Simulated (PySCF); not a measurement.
Gas-phase reaction: 2 WF₅OH + 3 O₂ = 2 WO₂F₂ + 3 F₂O + H₂O

Method: PySCF energies (xtb for GFN2) plus ideal-gas RRHO corrections (1 bar). † marks an energy on the PBE0/def2-TZVP geometry and frequencies; other levels use their own. Open shells (unrestricted): O₂ (multiplicity 3); the rest are closed-shell singlets. GFN2 has no spin-polarisation term. B3LYP is the form with VWN-RPA correlation. W: scalar-relativistic def2 core potential, no spin-orbit coupling. WF₅OH, WO₂F₂: computed as isolated molecules; such fragments, hydroxides, amides, oligomers or adducts are transient or little studied in the gas. The harmonic model lacks anharmonicity and excited electronic states, which grow with temperature; levels with a mode under 35 cm⁻¹ are left out. Soft modes under 120 cm⁻¹ make the harmonic entropy rough for WF₅OH. Warning, point group unlike the PBE0 one: WF₅OH, WO₂F₂ (GFN2-xTB).

```
level              ΔE electronic, kJ  ΔH°(298 K), kJ  ΔS°(298 K), J/K  ΔG°(1200 K), kJ
-----------------  -----------------  --------------  ---------------  ---------------
B3LYP/def2-TZVP†                1309            1304              161             1139
BLYP/def2-TZVP†                 1208            1203              161             1038
GFN2-xTB                        1552            1549              192             1348
HF/def2-TZVP†                   1734            1729              161             1564
M06-2X/def2-TZVP†               1339            1334              161             1169
PBE/def2-TZVP†                  1220            1216              161             1051
PBE0/def2-TZVP                  1336            1332              161             1167
r2SCAN/def2-TZVP†               1384            1380              161             1215
```
ΔH° is lowest at BLYP/def2-TZVP† and highest at HF/def2-TZVP†. No reference value is set beside these.
